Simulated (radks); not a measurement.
The numbers below are computed, except where a source is named.
Problem. Cd32+, 16 electrons, occupied as [Ne] 3s2 3p4 (the NIST ground configuration). Level of theory: scalar-relativistic Kohn-Sham, PBE, spin-unpolarised, spherical densities, finite nucleus; Fermi nuclear charge, rms radius 4.6087 fm (a radial shooting solver on a logarithmic mesh with Libxc functionals). Some entries of the table are withheld. Estimate them.

orbital  occ.  eigenvalue (hartree)  <r> (bohr)  <1/r> (bohr^-1)
1s          2             -1037.613         (1)            50.64
2s          2                   (2)      0.1301              (3)
2p          6             -191.2141      0.1133            11.22
3s          2                   (4)      0.3212            4.623
3p          4             -72.80672      0.3121            4.462

Solution. 
(1) 1s <r> (bohr): 0.03040
(2) 2s eigenvalue (hartree): -205.5476
(3) 2s <1/r> (bohr^-1): 11.66
(4) 3s eigenvalue (hartree): -77.37635
